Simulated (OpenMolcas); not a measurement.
## Multiconfigurational calculation on Fe

Input:

```
&GATEWAY
Coord
1

Fe 0.0 0.0 0.0
Basis=ANO-RCC-VTZP
Group=XYZ
NoMove
AngMom=0.0 0.0 0.0
AMFI
&SEWARD
&RASSCF
FileOrb=start.orb
Symmetry=1
Spin=5
nActEl=8 0 0
Inactive=3 6
Ras2=6 0
CIRoot=15 15 1
SDav=15
CIMx=300
Iter=120 100
PrWF=0.3
OrbListing=Nothing
MaxOrb=0
Atom
>>> COPY $Project.JobIph JOB001
&RASSCF
FileOrb=start.orb
Symmetry=1
Spin=3
nActEl=8 0 0
Inactive=3 6
Ras2=6 0
CIRoot=105 105 1
SDav=105
CIMx=300
Iter=120 100
PrWF=0.3
OrbListing=Nothing
MaxOrb=0
Atom
CIOnly
>>> COPY $Project.JobIph JOB002
&RASSCF
FileOrb=start.orb
Symmetry=1
Spin=1
nActEl=8 0 0
Inactive=3 6
Ras2=6 0
CIRoot=105 105 1
SDav=105
CIMx=300
Iter=120 100
PrWF=0.3
OrbListing=Nothing
MaxOrb=0
Atom
CIOnly
>>> COPY $Project.JobIph JOB003
&RASSI
NrOfJobIphs=3 15 73 45
1 2 3 4 5 6 7 8 9 10 11 12 13 14 15
1 2 3 4 5 6 7 8 9 10 11 12 13 14 15 16 17 18 19 20 21 22 23 24 25 26 27
28 29 30 31 32 33 34 35 36 37 38 39 40 41 42 43 44 45 46 47 48 49 50 51
52 53 54 55 56 57 58 59 60 61 62 63 64 65 66 67 68 69 70 71 72 73
1 2 3 4 5 6 7 8 9 10 11 12 13 14 15 16 17 18 19 20 21 22 23 24 25 26 27
28 29 30 31 32 33 34 35 36 37 38 39 40 41 42 43 44 45
IphNames
JOB001
JOB002
JOB003
EJob
SpinOrbit
DIPRint=1.0
SOCoupling=1000.0
Subsets=2
MEES
Property=10
'ANGMOM' 1 'ANGMOM' 2 'ANGMOM' 3 'MLTPL  1' 1 'MLTPL  1' 2 'MLTPL  1' 3
'AMFI' 1 'AMFI' 2 'AMFI' 3 'MLTPL  2' 6
SOProperty=3
'ANGMOM' 1 'ANGMOM' 2 'ANGMOM' 3
```

Launched by
```bash
OMP_NUM_THREADS=1 MOLCAS_MEM=1689 MOLCAS_PROJECT=a pymolcas a.inp > a.log  # once for each step of the input, in one work folder
```

A driver script runs the steps one by one and writes start.orb anew before each from the orbitals found so far, so a CI-only block uses the converged orbitals of the first block.

Output, cut to the results:

```
--- SEWARD ---
Basis set label: FE.ANO-RCC...6S5P3D2F1G.

      Electronic valence basis set:
      ------------------
      Associated Effective Charge  26.000000 au
      Associated Actual Charge     26.000000 au
      Nuclear Model: Point charge

      Shell  nPrim  nBasis  Cartesian Spherical Contaminant
         s      21       6        X
         p      15       5        X
         d      10       3                 X
         f       6       2                 X
         g       4       1                 X
                  Relativistic Douglas-Kroll-Hess integrals:
                    - DKH order of Hamiltonian: 2
                    - DKH order of Properties : 0
                  Atomic mean-field integrals
--- RASSCF ---
Wave function specifications:
      -----------------------------

      Number of closed shell electrons          18
      Number of electrons in active shells       8
      Max number of holes in RAS1 space          0
      Max nr of electrons in RAS3 space          0
      Number of inactive orbitals                9
      Number of active orbitals                  6
      Number of secondary orbitals              44
      Spin quantum number                      2.0
      State symmetry                             1
Orbital specifications:
      -----------------------

      Symmetry species                           1   2
                                                ag  au
      Frozen orbitals                            0   0
      Inactive orbitals                          3   6
      Active orbitals                            6   0
      RAS1 orbitals                              0   0
      RAS2 orbitals                              6   0
      RAS3 orbitals                              0   0
      Secondary orbitals                        21  23
      Deleted orbitals                           0   0
      Number of basis functions                 30  29
      Number of CSFs                            15
      Number of root(s) required                15
      Iter CI   SX   CI       RASSCF       Energy    max ROT     max BLB   max BLB  Level Ln srch  Step   QN
          iter iter root      energy       change     param      element    value   shift minimum  type update
 Nr of preliminary CI iterations:   1
      Total energies have been shifted. Add                -1000.00 au
        1   1    2    0  -271.23424532    0.00E+00  -2.59E-07    6  10 2  2.81E-07   0.22   0.00    SX    NO
        2   1    2    0  -271.23424532   -1.59E-12  -1.19E-07    9  11 1  1.01E-07   0.22   0.00    SX    NO
        3   1    2    0  -271.23424532    2.27E-13  -6.74E-08    6  10 2  7.05E-08   0.22   0.00    SX    NO
        4   1    2    0  -271.23424532    2.27E-13  -3.18E-08    6  10 2 -4.75E-08   0.22   0.00    SX    NO
      Convergence after  4 iterations
        5   1    2    0  -271.23424532   -2.27E-13  -3.18E-08    6  10 2  4.98E-08   0.22   0.00    SX    NO
      Natural orbitals and occupation numbers for root  1
      sym 1:   2.000000   1.000000   1.000000   1.000000   1.000000   2.000000
      Natural orbitals and occupation numbers for root  2
      sym 1:   1.000000   2.000000   1.000000   1.000000   1.000000   2.000000
      Natural orbitals and occupation numbers for root  3
      sym 1:   1.000000   1.000000   1.000000   2.000000   1.000000   2.000000
::    RASSCF root number  1 Total energy:  -1271.27171175
::    RASSCF root number  2 Total energy:  -1271.27171175
::    RASSCF root number  3 Total energy:  -1271.27171175
::    RASSCF root number  4 Total energy:  -1271.27171175
::    RASSCF root number  5 Total energy:  -1271.27171175
::    RASSCF root number  6 Total energy:  -1271.23752505
::    RASSCF root number  7 Total energy:  -1271.23752505
::    RASSCF root number  8 Total energy:  -1271.23752505
::    RASSCF root number  9 Total energy:  -1271.23752505
::    RASSCF root number 10 Total energy:  -1271.23752505
::    RASSCF root number 11 Total energy:  -1271.23752505
::    RASSCF root number 12 Total energy:  -1271.23752505
::    RASSCF root number 13 Total energy:  -1271.16414855
::    RASSCF root number 14 Total energy:  -1271.16414855
::    RASSCF root number 15 Total energy:  -1271.16414855
--- RASSCF ---
Wave function specifications:
      -----------------------------

      Number of closed shell electrons          18
      Number of electrons in active shells       8
      Max number of holes in RAS1 space          0
...
--- RASSI ---
SPIN-FREE ENERGIES:
  (Shifted by EMIN (a.u.) =      -1271.2717117516)

 SF State       Relative EMIN(au)   Rel lowest level(eV)    D:o, cm**(-1)      L_eff

     1             0.0000000000        0.0000000000              0.0000         2.0
     2             0.0000000000        0.0000000000              0.0000         2.0
     3             0.0000000000        0.0000000000              0.0000         2.0
     4             0.0000000000        0.0000000000              0.0000         2.0
     5             0.0000000000        0.0000000000              0.0000         2.0
     6             0.0341867006        0.9302675138           7503.1135         3.0
     7             0.0341867006        0.9302675138           7503.1135         3.0
     8             0.0341867006        0.9302675138           7503.1135         3.0
     9             0.0341867006        0.9302675138           7503.1135         3.0
    10             0.0341867006        0.9302675138           7503.1135         3.0
    11             0.0341867006        0.9302675138           7503.1135         3.0
    12             0.0341867006        0.9302675138           7503.1135         3.0
    16             0.0667400421        1.8160890646          14647.7461         3.0
    17             0.0667400421        1.8160890646          14647.7461         3.0
    18             0.0667400421        1.8160890646          14647.7461         3.0
    19             0.0667400421        1.8160890646          14647.7461         3.0
    20             0.0667400421        1.8160890646          14647.7461         3.0
    21             0.0667400421        1.8160890646          14647.7461         3.0
    22             0.0667400421        1.8160890646          14647.7461         3.0
    23             0.0909220067        2.4741138432          19955.0739         5.0
    24             0.0909220067        2.4741138432          19955.0739         5.0
...
```

Levels above the lowest, from the spin-orbit matrix, grouped by J:

```
Configuration  Term  J  E (cm-1)  Measured (cm-1)  Term weight %
      3d6 4s2    5D  4       0.0              0.0            100
      3d6 4s2    5D  3       386              416            100
      3d6 4s2    5D  2       663              704            100
      3d6 4s2    5D  1       842              888            100
      3d6 4s2    5D  0       931              978            100
       3d7 4s    5F  5      7318             6928            100
       3d7 4s    5F  4      7794             7377            100
       3d7 4s    5F  3      8169             7728            100
       3d7 4s    5F  2      8447             7986            100
       3d7 4s    5F  1      8630             8155            100
       3d7 4s    3F  4     14565                             100
       3d7 4s    3F  3     15197                             100
       3d7 4s    3F  2     15666                             100
      3d6 4s2    3H  6     20145            19390            100
      3d6 4s2    3H  5     20352            19621             99
      3d6 4s2    3H  4     20509            19788             99
      3d6 4s2    3P  2     21608            18378            100
      3d6 4s2    3P  1     22723            19552            100
      3d6 4s2    3F  4     23175            20641             95
      3d6 4s2    3P  0     23291            20038            100
      3d6 4s2    3F  3     23397            20874             97
      3d6 4s2    3F  2     23593            21039            100
       3d7 4s    5P  3     23810            17550            100
       3d7 4s    5P  2     24031            17727             99
```

Against the 20 measured excited levels shown (NIST Handbook of Basic Atomic Spectroscopic Data) the mean absolute deviation is 1700 cm-1; the largest miss in energy is 3d7 4s 5P2: computed 24031, measured 17727 cm-1 (+35.6 %). Levels of one J stand in another order than measured, so their pairing by name is doubtful.

Without dynamic correlation excited terms often stand tens of per cent too high (terms of higher spin than the ground term too low), and those without a measured partner can miss by more than the paired ones. Terms from blocks run as CI alone lack orbitals of their own. Configurations are named by rounded mean occupations; where the s occupation lies near a half they are strongly mixed, a name can repeat and a true partner stay unpaired. A single d shell beside an s shell can misplace configurations of different d count against each other. Computed and measured levels are paired by configuration, term and J; levels that our copy of the source lacks, or whose pairing is in doubt (as where it misses far off the trend of its configuration), stay unpaired and out of the deviations. Levels of configurations outside the active space are missing. The first state left out of the spin-orbit step lies near 35000 cm-1 above the lowest spin-free state of the reference (among the parities and spins computed), and the list stops at four fifths of that energy or lower. The table shows the lowest 24 of 31 levels.

The term weight is that of the spin-free term in the level, not the purity of its configuration.
